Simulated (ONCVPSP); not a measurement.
**Varying the ONCV potential for Ti**

Base potential:

| Item | Value |
| --- | --- |
| Element | titanium |
| Generator | ONCVPSP 4.0.1 |
| Type | optimised norm-conserving Vanderbilt (ONCV) |
| Functional | PBE |
| Relativity | scalar-relativistic |
| Frozen core | [Ne] 3s2 |
| Valence charge | 10 |
| Reference configuration | 3p6 3d2 4s2 |
| Partial waves | 4s: rc 3.00 bohr, ncon 4, nbas 7, qcut 1.9 1/bohr, 3 projectors, debl 3.8 Ha; 3p: rc 1.15 bohr, ncon 4, nbas 8, qcut 6.3 1/bohr, 2 projectors, debl 3.7 Ha; 3d: rc 2.10 bohr, ncon 3, nbas 8, qcut 7.1 1/bohr, 1 projector |
| Local potential | polynomial inside 0.75 bohr (lpopt 1, dvloc0 2 Ha) |
| Core correction | polynomial model core, fcfact 0.7 |

Cutoffs, loose and tight: the cutoffs (Ha) at which the residual kinetic energy of the hardest occupied pseudo-wave falls to 1 and 0.1 mHa per electron. They do not see the model core or the augmentation charge, which bear on the density cutoff. Test errors are all-electron minus pseudo excitation energies from the reference, over the configurations 3p6 3d2 4s1; 3p6 3d2 4s0; 3p6 3d1 4s0; 3p5 3d2 4s2. A dash means not determined; rows that change the core or the reference have their own tests.

| change | outcome | cutoff, loose | cutoff, tight | bound ghosts | GHOST(+) flags above zero | largest test error (meV) |
| --- | --- | --- | --- | --- | --- | --- |
| base | generated | 19 Ha | 50 Ha | none | s | -305 |
| p: rc 0.76 | generated | 119 Ha | 342 Ha | none | s, p | -297 |
| p: rc 0.92 | generated | 61 Ha | 211 Ha | none | s | -299 |
| p: rc 1.02 | generated | 30 Ha | 171 Ha | none | s | -302 |
| p: rc 1.12 | generated | 19 Ha | 81 Ha | none | s | -305 |
| p: rc 1.18 | generated | 19 Ha | 33 Ha | none | s | -305 |
| p: rc 1.32 | generated | 19 Ha | 31 Ha | none | s | -305 |
| p: rc 1.4 | generated | 19 Ha | 33 Ha | none | s | -305 |
| p: rc 1.56 | generated | 19 Ha | 30 Ha | none | s | -297 |
| p: rc 1.68 | generated | 19 Ha | 22 Ha | none | s | -283 |

Problem. What comes out with this change to the base: p: rc 1.48?

Solution. outcome: generated; cutoff, loose: 19 Ha; cutoff, tight: 32 Ha; bound ghosts: none; GHOST(+) flags above zero: s; largest test error (meV): -302.

Reading the sweep of the p radius (base included, trends over the rows without a ghost): The loose cutoff falls from 119 Ha at 0.76 to 19 Ha at 1.68 bohr. A larger radius leaves more room for a smooth pseudo-wave, so fewer plane waves are needed; a smaller one forces it to follow the all-electron wave where it bends sharply. The median size of the test errors (rows with all tests solved) stays near 71.3 meV.
